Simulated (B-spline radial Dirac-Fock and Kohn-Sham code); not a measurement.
# Pr²⁶⁺: eigenvalues, ΔSCF and the reference

System: Pr²⁶⁺, [Ar] 3d10 4s2 4p3.

The density-functional columns are spherical, spin-unpolarised Dirac-Kohn-Sham results without Breit or QED terms: −ε is minus the orbital energy of the initial state and ΔSCF the difference of two total energies. The reference in the last column comes from Dirac-Fock energy differences between relaxed states, corrected for Breit and QED terms. All numbers are from an atomic code on a B-spline grid, in eV; a selection of levels is shown. For the 1s level of heavy atoms much of the gap between ΔSCF and the reference is the Breit and QED part, -165.3 eV here; for other levels the error of the functional can be larger.

| level | LDA −ε | LDA ΔSCF | Dirac-Fock |
| --- | --- | --- | --- |
| K | 42592.1 | 43025.6 | 42872.1 |
| L1 | 7559.8 | 7654.0 | 7709.5 |
| L3 | 6715.2 | 6821.0 | 6835.0 |
| M1 | 2251.4 | 2291.3 | 2331.4 |
| M3 | 1999.8 | 2039.7 | 2064.0 |
| M4 | 1734.8 | 1779.2 | 1779.0 |
| M5 | 1713.3 | 1757.1 | 1758.0 |
| N1 | 992.3 | 1012.6 | 1011.5 |
| N2,3 | 911.7 | 931.5 | 928.3 |

Values without a named source are computed, but for edge energies of neutral atoms, which are taken from tables.
